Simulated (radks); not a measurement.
Question: These are the eigenvalues of the occupied orbitals of an atom or ion with whole-number occupations (hartree). Method: scalar-relativistic Kohn-Sham, PBE, spin-polarised, spherical densities, finite nucleus; Fermi nuclear charge, rms radius of each element as measured or else 0.836 A^(1/3) + 0.57 fm; computed with a radial shooting solver on a logarithmic mesh with Libxc functionals.

1s up: -2595.797
1s down: -2595.795
2s up: -483.7894
2s down: -483.6787
2p up: -428.5587
2p down: -428.4691
3s up: -144.2285
3s down: -144.1759
3p up: -127.8492
3p down: -127.7903
3d up: -109.1794
3d down: -109.0886
4s up: -59.60818
4s down: -59.34638
4p up: -53.73339
4p down: -53.47597
4d up: -46.55294
4d down: -46.29673

Which element is it, and in what charge state? The configuration may be excited. Open shells, if any, are filled with parallel spins first.

Answer: Z = 74, tungsten, charge +31: W31+ in [Kr] 4d7. The list shows which subshells hold electrons but not how many an open one holds; the 1s level, -2595.8 hartree, gives Z - s = 72.1 by -(Z - s)^2/2, which with screening and relativity narrows Z to a few neighbours, and the depths of the outer levels then fix element, charge and occupations together.
